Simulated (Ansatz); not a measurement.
Cost and result for the atomization energy of C$_{2}$H$_{8}$OSi$_{2}$ (`O[Si@H]1C[C@@H]1[SiH3]`) (13 atoms, 13 bonds).

Z-matrix (Å, degrees):
```
Si
C 1 1.825
C 1 1.835 2 51.3
O 1 1.639 2 123.3 3 108.3
H 1 1.471 2 121.9 3 -106.0
H 2 1.087 1 121.5 3 106.3
H 2 1.087 1 120.0 3 -105.0
Si 3 1.848 1 121.9 2 -108.4
H 3 1.090 1 116.5 2 104.8
H 4 0.958 1 118.4 2 -29.0
H 8 1.490 3 109.0 1 27.0
H 8 1.488 3 111.0 1 -92.7
H 8 1.491 3 112.3 1 145.8
```

Charge 0, multiplicity 1. Geometry: relaxed with PBE0-D4/def2-TZVP. It is one conformer, not always the lowest. Program: Ansatz. All runs use 4 threads of an Arm Neoverse V1 on a shared host. Times are those of one run each, without the atoms' runs, and a repeat can differ threefold. Electronic energies, without spin–orbit coupling; frozen cores. CCSD(T)/CBS adds CCSD(T) − MP2 in def2-TZVPP to the MP2 limit, and its time is that of the two runs behind it. T1 = 0.011. B3LYP takes the VWN-RPA correlation (the form of Gaussian; ORCA's B3LYP/G).

CCSD(T)/CBS is a level of theory with its own doubt, some kJ/mol a heavy atom from the limit and from the frozen cores, so smaller differences don't rank the functionals.

```tsv
level	functions	wall time	atomization (kJ/mol)	difference from CCSD(T)/CBS	per bond
PBE-D4/def2-TZVPP (with forces)	289	3.9 s	4710.2	29.6	2.3
PBE0-D4/def2-TZVPP	289	4.8 s	4658.7	-21.9	-1.7
r2SCAN-D4/def2-TZVPP (with forces)	289	7.5 s	4683.4	2.8	0.2
B3LYP-D4/def2-TZVPP (with forces)	289	8.5 s	4659.2	-21.4	-1.7
B2PLYP/def2-TZVPP	289	8.5 s	4612.6	-68.0	-5.2
ωB97X-V/def2-TZVPP	289	12 s	4696.5	15.9	1.2
ωB97M-V/def2-TZVPP (with forces)	289	18 s	4688.4	7.8	0.6
MP2/def2-QZVPP	551	54 s	4685.9	5.3	0.4
CCSD(T)/def2-TZVPP	289	4.9 min	4557.3	-123.3	-9.5
CCSD(T)/CBS(def2)	–	5.8 min	4680.6	0.0	0.0
```

In def2-TZVPP, CCSD(T) changes the Hartree–Fock value by +1105.0 kJ/mol (the triples alone add +60.6 kJ/mol) and MP2 by +1160.0 kJ/mol; breaking electron pairs costs correlation energy, which Hartree–Fock lacks. The D4 term adds +47.3 kJ/mol with B3LYP and +24.9 kJ/mol with PBE0; it sums over pairs of atoms, weighted by their polarisabilities, and B3LYP, whose exchange is more repulsive, gets the larger term. From PBE to PBE0 (25 % exact exchange), in def2-TZVPP and without D4, the atomization energy moves by −47.1 kJ/mol: exact exchange takes away binding that semilocal exchange gives to molecules.
